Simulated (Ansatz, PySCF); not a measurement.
Gas-phase reaction in SMILES: [CH2-]C#CC -> [CH-]1[C@@H]2C[C@H]12
Each molecule is optimised on its own at B3LYP-D3(BJ)/def2-TZVP (Ansatz, a quantum-chemistry and plane-wave program).

Wanted: isomerisation energy (electronic energy difference), in kcal/mol. Valence correlation only, unless marked. No spin-orbit coupling. Non-relativistic. Anions need diffuse functions: aug- sets have them; def2-D sets add few; the other sets have none. 

```
level                             program  isomerisation energy (kcal/mol)
-------------------------  --------------  -------------------------------
HF/6-31G                           Ansatz                             66.7
HF/6-31G*                          Ansatz                             48.5
HF-D3(BJ)/def2-TZVPD        PySCF + dftd3                             48.4
RI-HF/aug-cc-pVTZ                  Ansatz                             51.0
r2SCAN-D4/def2-TZVPD       Ansatz + dftd4                             42.3
B3LYP/def2-TZVPD                   Ansatz                             49.3
PBE0/STO-3G                        Ansatz                             44.4
HSE06-D4/def2-TZVPD        Ansatz + dftd4                             39.2
HSE06/def2-TZVPD                   Ansatz                             39.5
CAM-B3LYP-D4/def2-TZVPD    Ansatz + dftd4                             45.6
LC-wPBE-D3(BJ)/def2-TZVPD  Ansatz + dftd3                             34.3
wB97M-V/def2-TZVPD                 Ansatz                             41.0
wB97X-V/def2-TZVPD                 Ansatz                             37.9
B2PLYP/def2-TZVPD                  Ansatz                             46.4
RPA@PBE/cc-pVTZ                    Ansatz                             40.8
RI-MP2/aug-cc-pVTZ                 Ansatz                             37.4
SCS-MP2/cc-pVTZ                    Ansatz                             39.9
CCSD/6-31G                         Ansatz                             63.6
CCSD/cc-pVTZ                       Ansatz                             41.7
CCSD(T)/cc-pVTZ                    Ansatz                             41.2
```
